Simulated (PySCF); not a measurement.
Telling isomers of C9H11B apart by NMR

Computational details: NMR shieldings at PBE0/pcSseg-1/GIAO, PBE0-D3(BJ)/def2-SVP geometry, in PySCF 2.14.0 with density-fitted response routines (isolated molecule, relativity neglected, one averaged value for each set of equivalent atoms, one conformer).

Chemical shifts δ = σref − σ; 1H and 13C against TMS, all at this level. Where no couplings were computed, multiplicities follow the n + 1 count of equivalent neighbours, and m marks all less simple cases (inequivalent or close neighbours, rings, F or P nearby). Couplings to H on boron are left out. Carbons bonded to boron are broad in practice. Shifts are as computed. Against solution values, carbons near 30 ppm lie about +2 ppm off and those near 130 ppm about +5 ppm. Of 1309 compounds with measured shifts, 239 miss one by over three times the rms of a fit or turn the order of signals round; such compounds aren't used in these exercises.

(1) Tabulate the signals of `C=C(C)C1=CBC=CC=C1`, `C=CCB1C=CC=CC=C1` and their relative energies.

(2) What is the quickest way to tell C=C(C)C1=CBC=CC=C1 from C=CCB1C=CC=CC=C1?

## Answers

(1) 
```tsv
SMILES	carbon types	δC	δH	E rel. (kcal/mol)
C=C(C)C1=CBC=CC=C1	2×C 5×CH 1×CH2 1×CH3	166.4, 164.0, 158.5, 155.9, 154.8, 144.5, 142.0, 125.9, 24.8	8.47 (m, 1H), 8.44 (d, 1H), 8.06 (m, 1H), 7.74 (d, 1H), 7.47 (m, 1H), 6.40 (br, 1H), 5.71 (m, 1H), 5.70 (m, 1H), 2.32 (s, 3H)	5.0
C=CCB1C=CC=CC=C1	7×CH 2×CH2	161.8, 153.9, 149.6, 142.6, 120.5, 36.7	8.19 (d, 2H), 8.03 (m, 2H), 7.42 (m, 2H), 6.28 (m, 1H), 5.40 (m, 1H), 5.27 (m, 1H), 2.56 (d, 2H)	0.0
```

Energies are electronic energies at PBE0/pcSseg-1 on these geometries, without zero-point or thermal terms, each for the one conformer computed, which needn't be the lowest.

(2) Count the carbon signals: 9 against 6. The first has a fully substituted alkene carbon (C) at 166.4 ppm, the second an allylic sp3 CH2 bonded to B at 36.7 ppm. Their most deshielded carbons lie at 166.4 and 161.8 ppm.
